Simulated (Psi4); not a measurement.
Psi4 input (wB97X-D/6-31G*):

```
memory 1500 MB

molecule {
2 2
C    -0.57953100   -0.00171300   -0.00616400
C     0.67202200    0.00198600    0.00714800
H     1.75324300    0.00518200    0.01864900
H    -1.15674200    0.93590400   -0.02445500
H    -1.15144900   -0.94272600   -0.00009700
symmetry c1
no_reorient
no_com
}

set {
  basis 6-31G*
  reference uks
  scf_type pk
  dft_radial_points 99
  dft_spherical_points 590
  e_convergence 1e-8
  d_convergence 1e-7
  maxiter 150
}

e = energy('wb97x-d')
print_out(f'\nFINAL {e:.10f} DIPOLE {variable("CURRENT DIPOLE")[0]:.6f} {variable("CURRENT DIPOLE")[1]:.6f} {variable("CURRENT DIPOLE")[2]:.6f}\n')
```

Output:

```
   => Loading Basis Set <=

    Name: 6-31G*
    Role: ORBITAL
    Keyword: BASIS
    atoms 1-2 entry C          line   111 file 6-31gs.gbs
    atoms 3-5 entry H          line    44 file 6-31gs.gbs

   => WB97X-D: Empirical Dispersion <=

    Chai and Head-Gordon Dispersion Correction
    Chai, J.-D.; Head-Gordon, M. (2010), J. Chem. Phys., 132: 6615-6620

        s6 =       1.000000

         ---------------------------------------------------------
                                   SCF
               by Justin Turney, Rob Parrish, Andy Simmonett
                          and Daniel G. A. Smith
                              UKS Reference
         ---------------------------------------------------------

  ==> Geometry <==

    Molecular point group: c1
    Full point group: C1

    Geometry (in Angstrom), charge = 2, multiplicity = 2:

       Center              X                  Y                   Z               Mass
    ------------   -----------------  -----------------  -----------------  -----------------
         C           -0.579531000000    -0.001713000000    -0.006164000000    12.000000000000
         C            0.672022000000     0.001986000000     0.007148000000    12.000000000000
         H            1.753243000000     0.005182000000     0.018649000000     1.007825032230
         H           -1.156742000000     0.935904000000    -0.024455000000     1.007825032230
         H           -1.151449000000    -0.942726000000    -0.000097000000     1.007825032230

  Running in c1 symmetry.

  Rotational constants: A =      9.47725  B =      1.10657  C =      0.99087 [cm^-1]
  Rotational constants: A = 284120.84392  B =  33174.14047  C =  29705.68477 [MHz]
  Nuclear repulsion =   29.004510975623766

  Charge       = 2
  Multiplicity = 2
  Electrons    = 13
  Nalpha       = 7
  Nbeta        = 6

  ==> Algorithm <==

  SCF Algorithm Type is PK.
  DIIS enabled.
  MOM disabled.
  Fractional occupation disabled.
  Guess Type is SAD.
  Energy threshold   = 1.00e-08
  Density threshold  = 1.00e-07
  Integral threshold = 1.00e-12

  ==> Primary Basis <==

  Basis Set: 6-31G*
    Blend: 6-31G*
    Number of shells: 18
    Number of basis functions: 36
    Number of Cartesian functions: 36
    Spherical Harmonics?: false
    Max angular momentum: 2

  ==> DFT Potential <==

   => LibXC <=

    Version 7.1.2
    S. Lehtola, C. Steigemann, M. J. T. Oliveira, and M. A. L. Marques,  SoftwareX 7, 1–5 (2018) (10.1016/j.softx.2017.11.002)

   => Composite Functional: WB97X-D <=

    wB97X-D Hyb-GGA Exchange-Correlation Functional

    J.-D. Chai and M. Head-Gordon,  Phys. Chem. Chem. Phys. 10, 6615–6620 (2008) (10.1039/B810189B)

    Deriv               =              1
    GGA                 =           TRUE
    Meta                =          FALSE

    Exchange Hybrid     =           TRUE
    MP2 Hybrid          =          FALSE

   => Exchange-Correlation Functionals <=

    1.0000   wB97X-D range-separated functional

   => Exact (HF) Exchange <=

    0.7780            HF,LR [omega = 0.2000]
    0.2220               HF

   => LibXC Density Thresholds  <==

    XC_HYB_GGA_XC_WB97X_D:  1.00E-14

   => Molecular Quadrature <=

    Radial Scheme          =       TREUTLER
    Pruning Scheme         =           NONE
    Nuclear Scheme         =       TREUTLER

    Blocking Scheme        =         OCTREE
    BS radius alpha        =              1
    Pruning alpha          =              1
    Radial Points          =             99
    Spherical Points       =            590
    Total Points           =         277748
    Total Blocks           =           2096
    Max Points             =            256
    Max Functions          =             36
    Weights Tolerance      =       1.00E-15

  ==> Integral Setup <==

  Using in-core PK algorithm.
   Calculation information:
      Number of atoms:                   5
      Number of AO shells:              18
      Number of primitives:             42
      Number of atomic orbitals:        36
      Number of basis functions:        36

      Integral cutoff                 1.00e-12
      Number of threads:                 1

  Performing in-core PK
  Using 666333 doubles for integral storage.
  We computed 14706 shell quartets total.
  Whereas there are 14706 unique shell quartets.

  Computing range-separated integrals for PK
  We computed 14706 wK shell quartets total.
  Whereas there are 14706 wK unique shell quartets.

  ==> DiskJK: Disk-Based J/K Matrices <==

    J tasked:                  Yes
    K tasked:                  Yes
    wK tasked:                 Yes
    Omega:               2.000E-01
    Schwarz Cutoff:          1E-12


  Cached 100.0% of DFT collocation blocks in 0.279 [GiB].

  Minimum eigenvalue in the overlap matrix is 3.0542422831E-03.
  Reciprocal condition number of the overlap matrix is 5.0755314209E-04.
    Using symmetric orthogonalization.

  ==> Pre-Iterations <==

  SCF Guess: Superposition of Atomic Densities via on-the-fly atomic UHF (no occupation information).

   -------------------------
    Irrep   Nso     Nmo
   -------------------------
     A         36      36
   -------------------------
    Total      36      36
   -------------------------

  ==> Iterations <==

                        Total Energy        Delta E     RMS |[F,P]|

   @UKS iter SAD:   -77.25641984585707   -7.72564e+01   0.00000e+00
   @UKS iter   1:   -76.77137404091889    4.85046e-01   7.14118e-03 ADIIS/DIIS
   @UKS iter   2:   -76.80695640514854   -3.55824e-02   4.36671e-03 ADIIS/DIIS
   @UKS iter   3:   -76.81877157200304   -1.18152e-02   1.27240e-03 ADIIS/DIIS
   @UKS iter   4:   -76.82009168056247   -1.32011e-03   3.21327e-04 ADIIS/DIIS
   @UKS iter   5:   -76.82022148986647   -1.29809e-04   1.12816e-04 ADIIS/DIIS
   @UKS iter   6:   -76.82027289708752   -5.14072e-05   4.16452e-05 DIIS
   @UKS iter   7:   -76.82027951226659   -6.61518e-06   8.21000e-06 DIIS
   @UKS iter   8:   -76.82027972755732   -2.15291e-07   3.09852e-06 DIIS
   @UKS iter   9:   -76.82027977665355   -4.90962e-08   9.54324e-07 DIIS
   @UKS iter  10:   -76.82027978052309   -3.86954e-09   1.87903e-07 DIIS
   @UKS iter  11:   -76.82027978062486   -1.01764e-10   3.04412e-08 DIIS
  Energy and wave function converged.

  ==> Post-Iterations <==

   Electrons on quadrature grid:
      Nalpha   =    7.0000000057 ; deviation = 5.748e-09
      Nbeta    =    6.0000000025 ; deviation = 2.512e-09
      Ntotal   =   13.0000000083 ; deviation = 8.260e-09

   @Spin Contamination Metric:   3.125435928E-03
   @S^2 Expected:                7.500000000E-01
   @S^2 Observed:                7.531254359E-01
   @S   Expected:                5.000000000E-01
   @S   Observed:                5.000000000E-01

    Orbital Energies [Eh]
    ---------------------

    Alpha Occupied:

       1A    -11.125577     2A    -11.019231     3A     -1.610032
       4A     -1.321349     5A     -1.221273     6A     -1.183564
       7A     -1.099100

    Alpha Virtual:

       8A     -0.682947     9A     -0.571929    10A     -0.345993
      11A     -0.283545    12A     -0.242900    13A     -0.123058
      14A     -0.026328    15A      0.016423    16A      0.069207
      17A      0.136713    18A      0.173712    19A      0.251994
      20A      0.340794    21A      0.370100    22A      0.437163
      23A      0.529539    24A      0.728435    25A      0.821977
      26A      0.875271    27A      1.005003    28A      1.211842
      29A      1.236939    30A      1.565119    31A      1.643624
      32A      1.808200    33A      1.966379    34A      2.337107
      35A      3.485833    36A      3.641426

    Beta Occupied:

       1A    -11.116934     2A    -11.014322     3A     -1.562462
       4A     -1.302746     5A     -1.212258     6A     -1.175392

    Beta Virtual:

       7A     -0.772532     8A     -0.664158     9A     -0.491878
      10A     -0.330428    11A     -0.277275    12A     -0.239577
      13A     -0.114010    14A     -0.020464    15A      0.048190
      16A      0.078882    17A      0.170699    18A      0.184835
      19A      0.253724    20A      0.347825    21A      0.371281
      22A      0.441223    23A      0.543131    24A      0.738320
      25A      0.873117    26A      0.929066    27A      1.058295
      28A      1.220986    29A      1.286115    30A      1.610551
      31A      1.666423    32A      1.854455    33A      1.975007
      34A      2.354463    35A      3.520158    36A      3.666505

    Final Occupation by Irrep:
              A
    DOCC [     6 ]
    SOCC [     1 ]
    NA   [     7 ]
    NB   [     6 ]

  @UKS Final Energy:   -76.82027978062486

   => Energetics <=

    Nuclear Repulsion Energy =             29.0045109756237665
    One-Electron Energy =                -150.4307801563436726
    Two-Electron Energy =                  52.3089817918114335
    DFT Exchange-Correlation Energy =      -7.7025787921068476
    Empirical Dispersion Energy =          -0.0004135996095344
    VV10 Nonlocal Energy =                  0.0000000000000000
    Total Energy =                        -76.8202797806248583

  UHF NO Occupations:
  HONO-2 :    5  A 1.9994098
  HONO-1 :    6  A 1.9993499
  HONO-0 :    7  A 1.0000000
  LUNO+0 :    8  A 0.0006501
  LUNO+1 :    9  A 0.0005902
  LUNO+2 :   10  A 0.0002749
  LUNO+3 :   11  A 0.0000471

Computation Completed

Properties will be evaluated at   0.000000,   0.000000,   0.000000 [a0]

Properties computed using the SCF density matrix

 Multipole Moments:

 ------------------------------------------------------------------------------------
     Multipole            Electronic (a.u.)      Nuclear  (a.u.)        Total (a.u.)
 ------------------------------------------------------------------------------------

 L = 1.  Multiply by 2.5417464519 to convert [e a0] to [Debye]
 Dipole X            :          0.2089099           -0.0000038            0.2089061
 Dipole Y            :          0.0006210           -0.0000038            0.0006172
 Dipole Z            :          0.0022202            0.0000019            0.0022221
 Magnitude           :                                                    0.2089188

 ------------------------------------------------------------------------------------

FINAL -76.8202797806 DIPOLE 0.208906 0.000617 0.002222

*** Psi4 exiting successfully. Buy a developer a beer!
```

The dipole moment of an ion depends on the origin.

The geometry given is a B3LYP-D3(BJ)/def2-TZVP minimum of the species of charge 1 and multiplicity 1, not of this state.
